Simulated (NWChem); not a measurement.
# C₄H₃Br; SMILES C#C/C=C\Br

```xyz
8

C      1.0758    -2.7629     0.0000
C      0.0750    -2.0759     0.0000
C     -1.1171    -1.3088     0.0000
C     -1.2027     0.0311     0.0000
Br     0.2650     1.1822     0.0000
H      1.9686    -3.3611     0.0000
H     -2.0647    -1.8605     0.0000
H     -2.1655     0.5449     0.0000
```
Atoms are numbered in this order, from 1.

All runs use the structure optimised with PBE0/def2-SVP.

Symmetry labels are those of Cs in the frame above (b1 and b2, or b-type labels, depend on it).

Q: List the 4 lowest vertical singlet excitations from CAM-B3LYP/def2-SVPD, TDA (NWChem).

A: 
| state | energy (eV) | oscillator strength | symmetry | leading excitation (squared amplitude) |
|---|---|---|---|---|
| S1 | 5.30 | 0.000 | a" | HOMO−1 → LUMO (0.78) |
| S2 | 5.51 | 0.356 | a' | HOMO → LUMO (0.82) |
| S3 | 5.84 | 0.000 | a" | HOMO → LUMO+1 (0.77) |
| S4 | 6.09 | 0.000 | a" | HOMO−2 → LUMO (0.79) |
